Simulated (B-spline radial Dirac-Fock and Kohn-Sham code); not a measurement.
# Successive ionisation energies of iridium: Dirac-Fock against NIST

Model: ΔSCF Dirac-Fock with Breit, self-energy and vacuum polarisation, finite nucleus, configuration average. Program: a B-spline atomic structure program. Each value is the difference of the configuration-average energies of two neighbouring ions in their tabulated ground configurations. Correlation energy is missing from these numbers. NIST's values refer to the lowest levels; many for high charge states are themselves semi-empirical or theoretical. Where a p, d or f shell is open in either ion the computed value averages over both j values and all terms, while the table refers to the lowest levels; that difference holds spin-orbit splitting (largest in heavy or highly charged ions), term energies where several electrons share open shells, and correlation, and it can reach 10 % or more.

```tsv
ion	configuration	computed (eV)	NIST (eV)	kind	NIST − computed (eV)
Ir⁶⁴⁺	[Ne] 3s2 3p1	7127.1	7421 ± 24	theoretical	+293.85
Ir⁶⁵⁺	[Ne] 3s2	7710.1	7710 ± 30	theoretical	-0.12
Ir⁶⁶⁺	[Ne] 3s1	7850.8	7850 ± 40	theoretical	-0.76
Ir⁶⁷⁺	[He] 2s2 2p6	17600.5	17040 ± 40	theoretical	-560.46
Ir⁶⁸⁺	[He] 2s2 2p5	17968.3	17390 ± 50	theoretical	-578.28
Ir⁶⁹⁺	[He] 2s2 2p4	18339.5	17770 ± 50	theoretical	-569.51
Ir⁷⁰⁺	[He] 2s2 2p3	18714.2	18120 ± 60	theoretical	-594.17
Ir⁷¹⁺	[He] 2s2 2p2	19092.3	20210 ± 60	theoretical	+1117.74
Ir⁷²⁺	[He] 2s2 2p1	19473.8	20650 ± 70	theoretical	+1176.22
Ir⁷⁵⁺	1s2	86437.4	86442.44 ± 0.25	theoretical	+5.08
Ir⁷⁶⁺	1s1	88113.3	88113.6 ± 1.4	theoretical	+0.31
```
